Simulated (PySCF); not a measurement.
C5H8OSi.
Numbering: `[CH3:1][O:2][C:3]1=[CH:4][SiH2:5][CH:6]=[CH:7]1` (hydrogens: H8, H9, H10 on C1; H11 on C4; H12, H13 on Si5; H14 on C6; H15 on C7)

The same species was optimised twice, with GFN2-xTB and with PBE0-D3(BJ)/def2-SVP (PySCF), and the same property calculations (PySCF, gas phase) were run on both structures.

```json
{"coordinate": "C3–C7 (Å)", "GFN2-xTB": "1.466", "PBE0-D3(BJ)/def2-SVP": "1.485", "change": "+0.019"}
{"coordinate": "O2–C3 (Å)", "GFN2-xTB": "1.357", "PBE0-D3(BJ)/def2-SVP": "1.339", "change": "-0.018"}
{"coordinate": "C4–Si5 (Å)", "GFN2-xTB": "1.872", "PBE0-D3(BJ)/def2-SVP": "1.857", "change": "-0.015"}
{"coordinate": "C3=C4 (Å)", "GFN2-xTB": "1.345", "PBE0-D3(BJ)/def2-SVP": "1.358", "change": "+0.013"}
{"coordinate": "C6=C7 (Å)", "GFN2-xTB": "1.334", "PBE0-D3(BJ)/def2-SVP": "1.345", "change": "+0.011"}
{"coordinate": "Si5–C6 (Å)", "GFN2-xTB": "1.888", "PBE0-D3(BJ)/def2-SVP": "1.880", "change": "-0.008"}
{"coordinate": "C1–O2 (Å)", "GFN2-xTB": "1.405", "PBE0-D3(BJ)/def2-SVP": "1.402", "change": "-0.003"}
{"coordinate": "C4–Si5–C6 (°)", "GFN2-xTB": "89.4", "PBE0-D3(BJ)/def2-SVP": "93.2", "change": "+3.8"}
{"coordinate": "C3–C4–Si5 (°)", "GFN2-xTB": "109.2", "PBE0-D3(BJ)/def2-SVP": "106.2", "change": "-3.0"}
{"coordinate": "Si5–C6–C7 (°)", "GFN2-xTB": "109.3", "PBE0-D3(BJ)/def2-SVP": "106.6", "change": "-2.7"}
{"coordinate": "C4–C3–C7 (°)", "GFN2-xTB": "116.2", "PBE0-D3(BJ)/def2-SVP": "117.6", "change": "+1.4"}
{"coordinate": "O2–C3–C7 (°)", "GFN2-xTB": "114.7", "PBE0-D3(BJ)/def2-SVP": "113.8", "change": "-0.9"}
{"coordinate": "C3–C7–C6 (°)", "GFN2-xTB": "115.9", "PBE0-D3(BJ)/def2-SVP": "116.6", "change": "+0.7"}
{"coordinate": "O2–C3–C4 (°)", "GFN2-xTB": "129.0", "PBE0-D3(BJ)/def2-SVP": "128.7", "change": "-0.3"}
{"coordinate": "C1–O2–C3 (°)", "GFN2-xTB": "117.3", "PBE0-D3(BJ)/def2-SVP": "117.3", "change": "0.0"}
{"coordinate": "C1–O2–C3–C4 (°)", "GFN2-xTB": "0", "PBE0-D3(BJ)/def2-SVP": "0", "change": "0"}
```

Rotational constants: A = 5188, B = 1486, C = 1180 MHz (GFN2-xTB) against A = 5139, B = 1509, C = 1192 MHz (PBE0-D3(BJ)/def2-SVP). Point groups within 0.08 Å: Cs and Cs. Atoms that the bonding makes alike are paired by their places after alignment.

On the GFN2-xTB structure: lowest singlet, TDDFT (eV) 4.31 [PBE0/def2-SVPD]; lowest triplet, Tamm–Dancoff (eV) 2.79 [PBE0/def2-SVPD]; isotropic polarisability (au) 87.5 [PBE0/def2-SVPD]; HOMO (eV) -6.40 [PBE0/def2-SVPD]; LUMO (eV) -1.18 [PBE0/def2-SVPD]; dipole (D) 1.07 [PBE0/def2-SVPD]; HOMO (eV) -6.36 [PBE0/pcSseg-1]; LUMO (eV) -1.16 [PBE0/pcSseg-1]; dipole (D) 1.15 [PBE0/pcSseg-1]; GIAO shielding of C1 (ppm) 130.2 [PBE0/pcSseg-1]; GIAO shielding of O2 (ppm) 196.3 [PBE0/pcSseg-1]; GIAO shielding of C3 (ppm) 6.4 [PBE0/pcSseg-1]; GIAO shielding of C4 (ppm) 103.6 [PBE0/pcSseg-1]; GIAO shielding of Si5 (ppm) 392.5 [PBE0/pcSseg-1]; GIAO shielding of C6 (ppm) 49.9 [PBE0/pcSseg-1]; GIAO shielding of C7 (ppm) 30.9 [PBE0/pcSseg-1].

Task: What do these properties become on the PBE0-D3(BJ)/def2-SVP structure?

Result: 
| property | level | on GFN2-xTB | on PBE0-D3(BJ)/def2-SVP | change |
| --- | --- | --- | --- | --- |
| lowest singlet, TDDFT (eV) | PBE0/def2-SVPD | 4.31 | 4.34 | +0.03 |
| lowest triplet, Tamm–Dancoff (eV) | PBE0/def2-SVPD | 2.79 | 2.83 | +0.04 |
| isotropic polarisability (au) | PBE0/def2-SVPD | 87.5 | 88.9 | +1.4 |
| HOMO (eV) | PBE0/def2-SVPD | -6.40 | -6.47 | -0.07 |
| LUMO (eV) | PBE0/def2-SVPD | -1.18 | -1.24 | -0.06 |
| dipole (D) | PBE0/def2-SVPD | 1.07 | 1.35 | +0.28 |
| energy, GFN2-xTB geometry as zero (kcal/mol) | PBE0/def2-SVPD | 0.0 | -2.1 | -2.1 |
| HOMO (eV) | PBE0/pcSseg-1 | -6.36 | -6.44 | -0.08 |
| LUMO (eV) | PBE0/pcSseg-1 | -1.16 | -1.22 | -0.06 |
| dipole (D) | PBE0/pcSseg-1 | 1.15 | 1.40 | +0.25 |
| energy, GFN2-xTB geometry as zero (kcal/mol) | PBE0/pcSseg-1 | 0.0 | -1.5 | -1.5 |
| GIAO shielding of C1 (ppm) | PBE0/pcSseg-1 | 130.2 | 129.3 | -0.9 |
| GIAO shielding of O2 (ppm) | PBE0/pcSseg-1 | 196.3 | 191.8 | -4.5 |
| GIAO shielding of C3 (ppm) | PBE0/pcSseg-1 | 6.4 | 5.8 | -0.6 |
| GIAO shielding of C4 (ppm) | PBE0/pcSseg-1 | 103.6 | 104.8 | +1.2 |
| GIAO shielding of Si5 (ppm) | PBE0/pcSseg-1 | 392.5 | 389.6 | -2.9 |
| GIAO shielding of C6 (ppm) | PBE0/pcSseg-1 | 49.9 | 46.9 | -3.0 |
| GIAO shielding of C7 (ppm) | PBE0/pcSseg-1 | 30.9 | 26.8 | -4.1 |

The heavy atoms differ by 0.028 Å rms after alignment. Among bonds between heavy atoms O2–C3 and C3–C7 change most and about equally (-0.018 to +0.019 Å). Changes are differences of the printed values. Neither structure is proved a minimum here.

Conformer computed: `[CH3:1][O:2][C:3]1=[CH:4][SiH2:5][CH:6]=[CH:7]1`: C1–O2–C3–C4 0°.
